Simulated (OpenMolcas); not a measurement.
An atom or ion with 70 electrons was computed by XMS-CASPT2, IPEA 0.25 Eh, imaginary shift 0.1 Eh with spin-orbit coupling (OpenMolcas, ANO-RCC-VTZP, DKH2). The lowest levels that the run gave, each within 12 % of the measured value where one is at hand:

| J | Parity | E (cm⁻¹) | g |
| --- | --- | --- | --- |
| 2 | even | 0.0 | 0.718 |
| 3 | even | 13050 | 1.084 |
| 0 | even | 17770 |  |
| 4 | even | 22290 | 1.198 |
| 2 | even | 23100 | 1.178 |
| 1 | even | 26130 | 1.501 |
| 4 | even | 37460 | 1.053 |
| 2 | even | 40020 | 1.271 |
| 0 | even | 66710 |  |

Q: Which ion is it, and what are the configurations and terms?

A: Ir VIII (Z = 77, charge +7; active space 2 electrons in 5 orbitals (5d)). J, parity and g give the terms where levels are pure, and mixed ones are named by the computed weights; the size of the splittings, set against known spectra of the 70-electron sequence, gives the charge. In order, with the measured energies in cm⁻¹ (van het Hof, Joshi, Wyart and Sugar, J. Res. Natl. Inst. Stand. Technol. 100, 687 (1995)): 5d² ³F₂, 5d² ³F₃ (12672), 5d² ³P₀ (17254), 5d² ³F₄ (21615), 5d² ¹D₂ [46 %], 5d² ³P₁ (25221), 5d² ¹G₄ (36253), 5d² ³P₂ [56 %] (38878), 5d² ¹S₀ (65022).

CASPT2 does not keep the components of a term degenerate, so their means are used; among the terms shown or strongly mixed into the levels shown the widest spread is 660 cm-1 (5d² ³F). Computed and measured levels are paired by configuration, term and J; levels that our copy of the source lacks, or whose pairing is in doubt (as where it misses far off the trend of its configuration), stay unpaired and out of the deviations. Levels of configurations outside the active space are missing.

A share in square brackets marks a mixed level and gives the weight of the term that names it.
